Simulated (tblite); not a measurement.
C5H8BrNO.
SMILES with atom numbers: `[NH2:1][CH2:2][C@@H:3]1[CH:4]=[C:5]([Br:6])[O:7][CH2:8]1` (hydrogens: H9, H10 on N1; H11, H12 on C2; H13 on C3; H14 on C4; H15, H16 on C8)

Computed with GFN2-xTB (tblite), gas phase: L-BFGS steps from a force-field or distance-geometry start until the largest atomic force falls under 0.01 eV/Å.

Step 28: E = -702.7750 eV
```
atom  x, y, z in Å  |  force x, y, z in eV/Å
N1     -2.4037    0.0406    0.5597   -0.072  -0.016   0.011
C2     -1.2671   -0.6878    0.0459    0.047   0.017   0.021
C3     -0.0823    0.1905   -0.4057    0.035   0.072   0.056
C4      1.0338   -0.5742   -1.0610    0.036   0.002  -0.050
C5      2.1697   -0.2448   -0.4620    0.012   0.025  -0.027
Br6     3.9014   -0.8008   -0.8864    0.048  -0.014   0.049
O7      2.0731    0.6279    0.5694   -0.098  -0.035   0.031
C8      0.6743    0.8444    0.7799   -0.047   0.016  -0.007
H9     -2.1539    0.5970    1.3696    0.016   0.009  -0.038
H10    -2.7880    0.6555   -0.1494    0.017   0.022   0.037
H11    -1.6157   -1.2858   -0.8006    0.040   0.023  -0.003
H12    -0.9240   -1.3685    0.8285   -0.006  -0.068   0.009
H13    -0.4604    0.9537   -1.1015   -0.037  -0.022   0.047
H14     0.9259   -1.2285   -1.8995   -0.050  -0.021  -0.026
H15     0.5103    1.9210    0.8692    0.030  -0.023  -0.052
H16     0.3991    0.3691    1.7324    0.028   0.012  -0.058
```

Step 29: E = -702.7765 eV
```
atom  x, y, z in Å  |  force x, y, z in eV/Å
N1     -2.4073    0.0370    0.5561   -0.039  -0.043  -0.019
C2     -1.2667   -0.6890    0.0474    0.073   0.015   0.001
C3     -0.0829    0.1930   -0.4052    0.030   0.052   0.052
C4      1.0336   -0.5708   -1.0636    0.005   0.015  -0.034
C5      2.1697   -0.2446   -0.4626    0.000   0.004  -0.022
Br6     3.9008   -0.8079   -0.8850    0.027  -0.001   0.055
O7      2.0730    0.6236    0.5729   -0.080  -0.028  -0.002
C8      0.6748    0.8488    0.7786   -0.036  -0.003  -0.008
H9     -2.1611    0.5802    1.3751    0.004   0.048  -0.014
H10    -2.7773    0.6626   -0.1517    0.008   0.022   0.056
H11    -1.6101   -1.2877   -0.8008    0.036   0.017  -0.001
H12    -0.9237   -1.3688    0.8314   -0.011  -0.053  -0.005
H13    -0.4666    0.9554   -1.0992   -0.021  -0.028   0.046
H14     0.9216   -1.2270   -1.9009   -0.036   0.001  -0.012
H15     0.5169    1.9267    0.8644    0.025  -0.028  -0.059
H16     0.3975    0.3779    1.7317    0.013   0.010  -0.035
```

Step 30: E = -702.7778 eV
```
atom  x, y, z in Å  |  force x, y, z in eV/Å
N1     -2.4095    0.0348    0.5542    0.017  -0.101  -0.010
C2     -1.2655   -0.6897    0.0489    0.063   0.005  -0.015
C3     -0.0828    0.1952   -0.4041    0.012   0.008   0.023
C4      1.0340   -0.5678   -1.0667   -0.021   0.021  -0.017
C5      2.1704   -0.2436   -0.4647   -0.018  -0.019  -0.008
Br6     3.9031   -0.8110   -0.8809   -0.001   0.010   0.055
O7      2.0719    0.6192    0.5754   -0.031  -0.009  -0.029
C8      0.6749    0.8513    0.7771   -0.016  -0.018  -0.008
H9     -2.1636    0.5720    1.3757    0.000   0.083   0.040
H10    -2.7715    0.6657   -0.1507   -0.020   0.053   0.009
H11    -1.6065   -1.2869   -0.8013    0.037   0.004   0.000
H12    -0.9253   -1.3709    0.8337   -0.008  -0.031  -0.025
H13    -0.4726    0.9557   -1.0963   -0.007  -0.022   0.037
H14     0.9171   -1.2269   -1.9018   -0.020   0.026  -0.002
H15     0.5214    1.9296    0.8607    0.020  -0.015  -0.059
H16     0.3967    0.3825    1.7293   -0.009   0.005   0.008
```

Step 31: E = -702.7785 eV
```
atom  x, y, z in Å  |  force x, y, z in eV/Å
N1     -2.4119    0.0309    0.5522    0.044  -0.019   0.000
C2     -1.2632   -0.6900    0.0498    0.029  -0.009  -0.013
C3     -0.0823    0.1975   -0.4029   -0.011  -0.035  -0.009
C4      1.0335   -0.5654   -1.0690   -0.029   0.025  -0.004
C5      2.1703   -0.2439   -0.4660   -0.025  -0.030   0.002
Br6     3.9037   -0.8147   -0.8779   -0.018   0.016   0.054
O7      2.0709    0.6154    0.5770    0.012   0.004  -0.036
C8      0.6750    0.8536    0.7758    0.006  -0.024  -0.001
H9     -2.1692    0.5633    1.3797   -0.019   0.050  -0.007
H10    -2.7658    0.6710   -0.1511   -0.003   0.007   0.047
H11    -1.6019   -1.2872   -0.8013    0.040   0.000  -0.003
H12    -0.9253   -1.3719    0.8354    0.000  -0.017  -0.035
H13    -0.4762    0.9560   -1.0940   -0.005  -0.005   0.024
H14     0.9135   -1.2254   -1.9030   -0.015   0.035  -0.003
H15     0.5257    1.9323    0.8556    0.016   0.000  -0.052
H16     0.3955    0.3877    1.7282   -0.023   0.004   0.034
```

**Question.** Estimate the geometry and energy of step 32. (The exact step hangs on the optimiser's Hessian estimate; all steps are aligned on step 31, rigid shifts and turns removed.)

**Answer.** E = -702.7792 eV, largest force 0.058 eV/Å
```
atom  x, y, z in Å  |  force x, y, z in eV/Å
N1     -2.4105    0.0301    0.5532    0.044  -0.012   0.013
C2     -1.2615   -0.6902    0.0501   -0.009  -0.018  -0.010
C3     -0.0820    0.1973   -0.4022   -0.019  -0.048  -0.026
C4      1.0335   -0.5641   -1.0707   -0.026   0.013  -0.001
C5      2.1704   -0.2435   -0.4676   -0.022  -0.032   0.014
Br6     3.9059   -0.8129   -0.8734   -0.029   0.015   0.046
O7      2.0697    0.6142    0.5764    0.041   0.015  -0.027
C8      0.6746    0.8527    0.7754    0.018  -0.019   0.004
H9     -2.1665    0.5682    1.3761   -0.005   0.042   0.031
H10    -2.7674    0.6699   -0.1479   -0.011   0.006   0.002
H11    -1.6009   -1.2850   -0.8020    0.035  -0.014  -0.013
H12    -0.9271   -1.3747    0.8349    0.014  -0.010  -0.035
H13    -0.4784    0.9550   -1.0918   -0.005   0.011   0.009
H14     0.9113   -1.2257   -1.9028   -0.012   0.033  -0.015
H15     0.5260    1.9313    0.8539    0.012   0.011  -0.042
H16     0.3954    0.3863    1.7271   -0.027   0.007   0.049
```

The energy changes by -0.0007 eV. The first-order estimate −F·Δx gives -0.0010 eV and the mean of the old and new forces, exact on a quadratic surface, -0.0007 eV. The step makes an angle of 60° with the force vector and moves no atom by more than 0.007 Å.

What follows is the cost of the whole relaxation. Time: 1.3 s. Hardware: one thread, Intel Xeon at 2.70 GHz (x86_64), on a shared host.
